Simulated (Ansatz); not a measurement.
Born–Oppenheimer molecular dynamics of AlCl3 (4 atoms, charge 0, multiplicity 1). It goes on from the last frame of an earlier run, with new velocities.

Computed with RHF/def2-SVP (Ansatz 0.2.0).

```
ensemble        : NVT, Langevin thermostat
time step       : 1 fs
steps asked     : 250
set temperature : 300 K
friction        : 1 /fs
seed            : 869029
```

First frame:

```xyz
4
Properties=species:S:1:pos:R:3
Al -0.310 0.307 -0.036
Cl -0.204 1.170 1.787
Cl 1.591 -0.357 -0.738
Cl -1.993 0.390 -1.293
```

How far do the bonds stretch over the last three quarters of this one trajectory? (Pairs bonded in most of those frames.)


| bond | mean (Å) | spread (Å) | shortest | longest |
| --- | --- | --- | --- | --- |
| Al1–Cl2 | 2.086 | 0.024 | 2.05 | 2.13 |
| Al1–Cl3 | 2.116 | 0.017 | 2.09 | 2.17 |
| Al1–Cl4 | 2.070 | 0.020 | 2.02 | 2.10 |

Mean temperature of the second half: 301 K. A run of 0.25 ps of so small a system gives no equilibrium averages. The friction is so strong that the motion is overdamped, so the time scale means little.

Time of the run: 2.5 min on 1 thread of Arm Neoverse V2, with other jobs on the host, peak memory 0.13 GiB.
